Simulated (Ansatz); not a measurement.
The same path of BCl₂H₃S (7 atoms, charge 0, multiplicity 1) was run twice with different band settings. Lost on the way: B1–H2, S5–H7. Made: H2–H7.

Theory: RKS PBE0-D4/cc-pVDZ in Ansatz 0.2.0.

Relaxed end points:

```xyz
7
Properties=species:S:1:pos:R:3
B 0.086 -0.010 0.071
H 0.299 0.677 1.040
Cl 1.391 0.003 -1.193
Cl -1.618 0.053 -0.561
S 0.323 -1.919 0.945
H -0.178 -2.667 -0.072
H -0.839 -1.975 1.644
```

```xyz
7
Properties=species:S:1:pos:R:3
B 0.154 -0.768 -0.697
H -0.360 0.429 2.383
Cl 1.492 0.353 -0.879
Cl -1.484 -0.228 -1.039
S 0.533 -2.440 -0.165
H -0.746 -2.889 -0.175
H -0.126 -0.294 2.445
```

Common settings: movable images 9; climbing image yes; spring 5.0 eV/Å²; optimiser quadratic models (default); force threshold 0.03 eV/Å; iteration limit 60; end points relaxed.

| run | start path |
| --- | --- |
| 1 | through a guess of the saddle point |
| 2 | straight line |

**Question.** What does each run give, and how far can it be trusted?

**Answer.** Run 1: converged after 20 iterations, highest image 0.966 eV above the first end. The profile has 2 maxima (images 2, 5) with wells between them (image 3): this band takes more than one step, which may be the mechanism or a detour left from its start path. The order of the stationary point at the top wasn't checked.
Run 2: converged after 21 iterations, highest image 0.966 eV above the first end. The order of the stationary point at the top wasn't checked.
The orbitals stay closed-shell, which can raise the energy where a bond breaks towards radicals; this wasn't checked here.
